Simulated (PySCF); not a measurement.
## Pb (lead, neutral) across methods

[Xe] 4f14 5d10 6s2 6p1 7s1, high-spin 3P determinant (an excited configuration). All numbers are calculated (PySCF 2.14, a scalar-relativistic core potential, in aug-cc-pwCVTZ-PP with ECP60MDF (8s7p6d4f1g, 96 functions)).

| method | E (hartree) | mean ε 6s β (eV) | mean ε 6p α (eV) | mean ε 7s α (eV) | Σ⟨r²⟩ (bohr²) | ⟨S²⟩ |
| --- | --- | --- | --- | --- | --- | --- |
| LDA | -192.4286 | -14.769 | -6.082 | -1.882 | 95.41 | 2.001 |
| r2SCAN | -192.7802 | -14.583 | -6.321 | -1.843 | 96.37 | 2.003 |
| PBE0 | -192.6973 | -15.308 | -6.940 | -2.181 | 96.85 | 2.002 |
| UHF | -191.69757 | -17.013 | -9.190 | -2.821 | 98.94 | 2.007 |
| PBE | -192.7295 | -14.373 | -5.993 | -1.861 | 96.49 | 2.001 |
| B97-3 | -192.7366 | -15.336 | -6.808 | -2.105 | 97.31 | 2.002 |
| r2SCANh | -192.7573 | -14.953 | -6.664 | -1.965 | 96.37 | 2.003 |
| TPSSh | -192.6351 | -14.687 | -6.411 | -1.941 | 97.22 | 2.002 |

**Question.** Estimate the same row for wB97M-V.

**Answer.** E (hartree) = -192.6216; mean ε 6s β (eV) = -17.439; mean ε 6p α (eV) = -8.939; mean ε 7s α (eV) = -2.929; Σ⟨r²⟩ (bohr²) = 96.29; ⟨S²⟩ = 2.002.

Energies and moments cover only the electrons outside the core potential. Spin-orbit coupling, absent here, splits the open shell strongly. The outer electron is Rydberg-like, and this basis confines it to a smaller radius and binds it less than a complete one would.
